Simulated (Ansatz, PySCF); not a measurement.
Molecule: sum formula HSO$_{2}$, net charge 0, doublet state. It need not be the lowest isomer of its formula. 
Coordinates optimised at B3LYP-D3(BJ)/def2-TZVP (Ansatz, a first-principles code):
```xyz
4

O     -0.5889    -0.8416    -0.8537
S      0.1777    -0.1774     0.1905
O      0.2823     1.2705     0.3001
H     -0.3907    -0.5936     1.3816
```
Charge 0, spin multiplicity 2.

Property: atomisation energy (electronic, to ground-state atoms), in eV. Cores are frozen in the correlated levels unless marked. Open shells are spin-unrestricted. No spin-orbit coupling. No relativistic terms. The coupled-cluster limit lacks core correlation, which all-electron functionals hold. Basis-set limits of correlation are two-point, X^-3; Hartree-Fock from the larger set. The bracket is a focal-point correction in the basis named.

```tsv
level	program	atomisation energy (eV)
revPBE-D3(BJ)/def2-TZVPD	Ansatz + dftd3	12.60
PBE0/def2-TZVPD	Ansatz	?
BHLYP/def2-TZVPD	Ansatz	10.64
r2SCAN0-D4/def2-TZVPD	Ansatz + dftd4	?
M06-2X/def2-TZVPD	PySCF	11.95
HSE06-D3(BJ)/def2-TZVPD	Ansatz + dftd3	12.19
wB97M-V/def2-TZVPD	Ansatz	?
wB97X-V/def2-TZVPD	Ansatz	12.20
RI-MP2/CBS(cc-pV(T+d)Z,cc-pV(Q+d)Z)+[CCSD(T)-MP2]/cc-pV(T+d)Z	Ansatz	?
```

Task: Complete the blanks.

Result: 
- PBE0/def2-TZVPD, atomisation energy (eV): 12.13
- r2SCAN0-D4/def2-TZVPD, atomisation energy (eV): 11.66
- wB97M-V/def2-TZVPD, atomisation energy (eV): 12.16
- RI-MP2/CBS(cc-pV(T+d)Z,cc-pV(Q+d)Z)+[CCSD(T)-MP2]/cc-pV(T+d)Z, atomisation energy (eV): 12.15
